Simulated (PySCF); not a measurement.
Potential energy of LiCa along the bond

Set-up: Li def2-TZVP, Ca def2-TZVP; no relativity (PySCF 2.14). Energies in eV from Li + Ca in their ground configurations at the same level. State: ²Σ⁺ (doublet), unpaired electrons σ ↑.

All columns are PBE0. A positive dipole means Li(−)Ca(+).

```tsv
R (Å)	E (eV)	μ (D)	Mulliken charge on Li (basis-dependent)	HOMO (eV)	LUMO (eV)	Mayer bond order	⟨S²⟩
2.950	-0.227	-0.84	0.06	-3.27	-1.53	0.82	0.77
3.087	-0.309	-0.80	0.04	-3.30	-1.57	0.80	0.77
3.224	-0.355	-0.75	0.03	-3.33	-1.60	0.77	0.77
3.327	-0.371	-0.69	0.02	-3.35	-1.63	0.74	0.78
3.430	-0.376	-0.64	0.02	-3.38	-1.66	0.71	0.78
3.533	-0.371	-0.59	0.01	-3.40	-1.68	0.68	0.78
3.670	-0.354	-0.52	0.01	-3.43	-1.70	0.63	0.78
3.842	-0.323	-0.44	0.01	-3.47	-1.73	0.57	0.78
4.047	-0.278	-0.37	0.01	-3.52	-1.75	0.49	0.78
4.322	-0.218	-0.31	0.01	-3.58	-1.75	0.38	0.77
```

A fit through these points gives, at Re = 3.423 Å, μ = -0.64 D and dμ/dR = 0.532 D/Å; the reduced mass is 5.968 u.

Q: How strong is the fundamental in the double-harmonic approximation, I = 42.26·(dμ/dR)²/μred km/mol?

A: I = 42.26·(0.532)²/5.968 = 2.00 km/mol at PBE0.

The bond is weak. Basis-set superposition, not corrected here, can be much of De in a small basis, most of all at correlated wavefunction levels. Functionals without a dispersion term scatter widely for such bonds, and LDA overbinds them. The state is the lowest determinant that a PBE0 search found; another state may lie lower at other levels.
